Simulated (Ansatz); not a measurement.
Input for Ansatz (a quantum-chemistry and plane-wave program): R-SVWN5/def2-TZVPP on C2H6ClFSi (SMILES C[Si](C)(F)Cl).

Ansatz 0.2 input:
```yaml
crystal:
  periodic: [false, false, false]
  atoms:
    - {symbol: Si, position_ang: [0.06422460, -0.63304186, 0.05465522]}
    - {symbol: F, position_ang: [0.14959317, -1.73957663, -1.10380862]}
    - {symbol: C, position_ang: [-1.58895438, 0.19462924, -0.04578665]}
    - {symbol: C, position_ang: [1.51599149, 0.50388432, -0.11237630]}
    - {symbol: Cl, position_ang: [0.20391171, -1.64896924, 1.84967978]}
    - {symbol: H, position_ang: [-1.69804697, 0.93246754, 0.75099042]}
    - {symbol: H, position_ang: [-1.70257106, 0.70471738, -1.00494264]}
    - {symbol: H, position_ang: [-2.39343002, -0.53546592, 0.05333356]}
    - {symbol: H, position_ang: [2.45208362, -0.05285511, -0.05057787]}
    - {symbol: H, position_ang: [1.51120028, 1.25211383, 0.68216069]}
    - {symbol: H, position_ang: [1.48599755, 1.02229644, -1.07332758]}
basis:
  gaussian:
    orbitals: def2-TZVPP
hamiltonian:
  xc: {name: SVWN5}
scf: {lower_state_search: off}
```

It printed:

```
WARN ansatz: RAYON_NUM_THREADS=4 ignored (pool sized by the plan → 4); use --threads N
Functional definition: SVWN5
these checks for a lower state are left out or cut short: stability, starts, cluster_reference, orbital_swaps, neighbouring_geometries, increment
integrals: 0.23 GiB planned
1452 factors; their error is unknown
mean field: 1.43 GiB planned
mean field evaluation 1: about -25168.8306 eV, gradient 9.2e1 eV
mean field evaluation 2: about -25145.1911 eV, gradient 1.3e2 eV
mean field evaluation 4: about -25186.3093 eV, gradient 1.2e1 eV
mean field evaluation 8: about -25186.5713 eV, gradient 2.8e-1 eV
mean field evaluation 16: about -25186.5342 eV, gradient 2.6e-4 eV
mean field -25186.53422351 eV, -925.5880606678 hartree, gradient 5.6e-6 eV, S^2 0.000000; 0 other end points of the search recorded, 0 dependent functions left out
reference -25186.53426264 eV, -925.5880621058 hartree; 29, 29 occupied and 232, 232 virtual orbitals, 1452 factors
Total energy: -25186.53426264 eV, -925.5880621058 hartree
Checks for a lower state left out: stability, starts, cluster_reference, orbital_swaps, neighbouring_geometries, increment
```

The calculation finished and met its thresholds.

Cost: about 1.4 core-seconds (a rough figure).
